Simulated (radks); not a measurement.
Species: the antimony ion Sb2+. Configuration: [Kr] 4d10 5s2 5p(1/2: 1, 3/2: 0) (the NIST ground configuration). Method: Dirac Kohn-Sham, PBE, spin-unpolarised, spherical densities, finite nucleus; Fermi nuclear charge, rms radius 4.6802 fm; computed with a radial shooting solver on a logarithmic mesh with Libxc functionals.

Unscreened Slater integrals over Kohn-Sham orbitals (eV). Large and small components are both included. Empty in this configuration: 5p3/2.

| integral | value |
|---|---|
| F0(5p1/2,5p1/2) | 10.032 |
| F0(5p1/2,5s1/2) | 10.757 |
| G1(5p1/2,5s1/2) | 7.2260 |
| F0(5p1/2,4d5/2) | 12.508 |
| G3(5p1/2,4d5/2) | 1.1196 |
| F0(5p1/2,4d3/2) | 12.525 |
| G1(5p1/2,4d3/2) | 1.2248 |
| F0(5p1/2,5p3/2) | 9.8609 |
| G2(5p1/2,5p3/2) | 5.3163 |
| F0(5s1/2,5s1/2) | 11.718 |
| F0(5s1/2,4d5/2) | 14.291 |
| G2(5s1/2,4d5/2) | 1.9448 |
| F0(5s1/2,4d3/2) | 14.317 |
| G2(5s1/2,4d3/2) | 1.8803 |
| F0(5s1/2,5p3/2) | 10.536 |
| G1(5s1/2,5p3/2) | 6.8818 |
| F0(4d5/2,4d5/2) | 23.885 |
| F2(4d5/2,4d5/2) | 12.016 |
| F4(4d5/2,4d5/2) | 7.9286 |
| F0(4d5/2,4d3/2) | 24.032 |
| F2(4d5/2,4d3/2) | 12.089 |
| G2(4d5/2,4d3/2) | 12.079 |
| G4(4d5/2,4d3/2) | 7.9714 |
| F0(4d5/2,5p3/2) | 12.134 |
| F2(4d5/2,5p3/2) | 3.3210 |
| G1(4d5/2,5p3/2) | 1.1099 |
| G3(4d5/2,5p3/2) | 0.99998 |
| F0(4d3/2,4d3/2) | 24.183 |
| F2(4d3/2,4d3/2) | 12.165 |
| F0(4d3/2,5p3/2) | 12.151 |
| F2(4d3/2,5p3/2) | 3.2798 |
| G1(4d3/2,5p3/2) | 1.0692 |
| G3(4d3/2,5p3/2) | 0.97127 |
| F0(5p3/2,5p3/2) | 9.7010 |
| F2(5p3/2,5p3/2) | 5.2503 |
